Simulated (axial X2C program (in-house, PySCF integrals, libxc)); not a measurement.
## NiCN: the levels of the configuration d9 s0 p(π)0

Calculated with an in-house all-electron X2C program for linear molecules (integrals from PySCF): two-component X2C with atomic mean-field Coulomb and Gaunt terms, basis Ni dyall-v3z, C dyall-v3z, N dyall-av3z (cores contracted in-house). Orbitals come from Hartree–Fock averaged over the configuration Ni d9 s0 p(π)0; CI then distributes these electrons over the d, s, p(π) shells of Ni.

Ni–C–N held linear, bonds 1.972 and 1.160 Å (the second held) (near the minimum of the configuration average).

Active spinors (ω > 0):

```csv
shell,ω,ε (eV),character
d,3/2,-11.86,100% Ni d
d,1/2,-11.72,98% Ni d
d,5/2,-11.61,100% Ni d
d,3/2,-11.55,99% Ni d
d,1/2,-10.97,"94% Ni d, 4% Ni s"
s,1/2,-0.60,"47% Ni s, 46% Ni p"
p(π),1/2,0.87,96% Ni p
p(π),3/2,0.87,96% Ni p
```

Lowest levels of this model:

```json
{"Ω": "1/2", "energy (cm⁻¹)": "0", "g∥": "1.70", "μ (D)": "-8.75", "configuration": "100% d9"}
{"Ω": "5/2", "energy (cm⁻¹)": "274", "g∥": "6.00", "μ (D)": "-8.78", "configuration": "100% d9"}
{"Ω": "3/2", "energy (cm⁻¹)": "610", "g∥": "3.34", "μ (D)": "-8.75", "configuration": "100% d9"}
{"Ω": "3/2", "energy (cm⁻¹)": "1869", "g∥": "2.66", "μ (D)": "-8.76", "configuration": "100% d9"}
{"Ω": "1/2", "energy (cm⁻¹)": "1898", "g∥": "0.30", "μ (D)": "-8.74", "configuration": "100% d9"}
```

g∥ is the magnitude of 2⟨Lz + ge Sz⟩ for the +Ω component. μ is positive if the N end is positive.

**Question.** From Ω and g∥ of the lowest level, whose 2⟨Lz + ge Sz⟩ is positive, find ⟨Sz⟩ and ⟨Lz⟩ (ge = 2.0023).

**Answer.** Ω = ⟨Lz⟩ + ⟨Sz⟩ = 1/2 and ⟨Lz⟩ + ge⟨Sz⟩ = 0.850, so ⟨Sz⟩ = 0.35 and ⟨Lz⟩ = 0.15.

Occupations of the active spinors in the lowest level by ω, shell by shell in order of energy: -5/2: 1.00; -3/2: 1.00 1.00 0.00; -1/2: 0.95 0.05 0.00 0.00; 1/2: 1.00 1.00 0.00 0.00; 3/2: 1.00 1.00 0.00; 5/2: 1.00. The leading determinant has weight 0.95 among 1593.

This point took 2.8 s on 1 thread of Arm Neoverse V1 (shared host).

There is no dynamic correlation: spin–orbit spacings and, for f shells, spacings inside one term are the most reliable numbers, splittings between terms come out too wide, and energies between configurations are not reliable, so the lowest level need not be the ground state of the molecule. For d shells the ligand-field splittings (σ, π, δ) and their order can be off by a thousand cm⁻¹ or more. At most 4 roots were kept for each Ω > 0 (twice that for Ω = 0) within 3.2 eV of the lowest, so higher up levels can be missing between those listed; levels with Ω > 0 are doubly degenerate and listed once, Ω = 0 levels singly. Some active spinors are only partly of the character that their shell is named for, so the shell names and counts are nominal. States that fill the shells left empty in the average are placed too high. The molecule was held linear; bending was not examined.
